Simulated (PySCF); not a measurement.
Pb(Br)(SH) (BrHPbS), SMILES [SH][Pb][Br] (connectivity only; charge and spin as stated), neutral, multiplicity 1.

Geometry optimised at PBE0-D3(BJ)/def2-SVP. The def2 effective core potentials stand for the cores of Pb; spin–orbit coupling is left out. One conformer was computed; it need not be the lowest.

Computed with CAM-B3LYP/def2-TZVPD (PySCF).

Symmetry labels are those of the subgroup Cs that the program uses (full group Cs).

Task: List the valence orbital energies around the gap with their symmetry. (Estimate from the structure and the level; the computed values follow.)

Result: 
```tsv
orbital	symmetry	energy (eV)
HOMO−7	A'	-21.44
HOMO−6	A'	-15.84
HOMO−5	A'	-12.44
HOMO−4	A'	-10.15
HOMO−3	A"	-9.56
HOMO−2	A'	-9.50
HOMO−1	A"	-8.75
HOMO	A'	-8.62
LUMO	A"	-2.12
LUMO+1	A'	-0.55
LUMO+2	A'	-0.19
LUMO+3	A'	0.38
```
